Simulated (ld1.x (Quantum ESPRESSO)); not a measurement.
## Which change was made? (N, RRKJ)

```
Element                 : N (Z = 7)
Generator               : ld1.x (Quantum ESPRESSO) 7.5
Type                    : norm-conserving RRKJ (Kleinman–Bylander form)
Functional              : PBE
Relativity              : scalar-relativistic
Frozen core             : [He]
Valence charge          : 5
Reference configuration : 2s2 2p2.5 (charge +0.5)
Partial waves           : 2s (bound): rc 1.00 bohr; 3d channel at 0.05 Ry: rc 1.05 bohr; 2p (bound): rc 1.25 bohr
Local potential         : the p channel
Core correction         : Bessel-smoothed model core inside 0.80 bohr
```

Cutoffs, loose and tight: the cutoffs (Ry, on a coarse ladder) from which the occupation-weighted sum of valence levels, in a spherical-Bessel basis at the reference potential, stays within 10 and 1 mRy of its value at 400 Ry. They do not see the model core or the augmentation charge, which bear on the density cutoff. Test errors are all-electron minus pseudo excitation energies from the reference, over the configurations 2s2 2p3; 2s2 2p2; 2s2 2p1; 2s2 2p3.3; 2s0 2p5; 2s1 2p3; 2s1 2p4; variants that change the core or the reference have their own tests.

The base gives: outcome: generated; cutoff, loose: 80 Ry; cutoff, tight: 110 Ry; bound ghosts: none; largest test error (meV): +29.

After one change the result is: outcome: generated; cutoff, loose: 70 Ry; cutoff, tight: 110 Ry; bound ghosts: none; largest test error (meV): +648. Which change was it?
A. type PAW; waves now 2s (bound): rcut 0.85, rcutus 1.00 bohr; 2s channel at 2.8 Ry: rcut 0.85, rcutus 1.00 bohr; 2p (bound): rcut 1.10, rcutus 1.25 bohr; 2p channel at -0.2 Ry: rcut 1.10, rcutus 1.25 bohr; 3d channel at 0.05 Ry: rc 1.05 bohr; local potential the d channel; augmentation PSQ, inside the norm-conserving radii
B. wave 2p (bound): rc 1.25 bohr becomes 2p (bound): rc 1.86 bohr
C. reference 2s1 2p4

C. The others give: wave 2p (bound): rc 1.25 bohr becomes 2p (bound): rc 1.86 bohr → outcome: generated; cutoff, loose: 80 Ry; cutoff, tight: 100 Ry; bound ghosts: none; largest test error (meV): +162 | type PAW; waves now 2s (bound): rcut 0.85, rcutus 1.00 bohr; 2s channel at 2.8 Ry: rcut 0.85, rcutus 1.00 bohr; 2p (bound): rcut 1.10, rcutus 1.25 bohr; 2p channel at -0.2 Ry: rcut 1.10, rcutus 1.25 bohr; 3d channel at 0.05 Ry: rc 1.05 bohr; local potential the d channel; augmentation PSQ, inside the norm-conserving radii → outcome: generated; cutoff, loose: 45 Ry; cutoff, tight: 55 Ry; bound ghosts: none; largest test error (meV): -2.1.
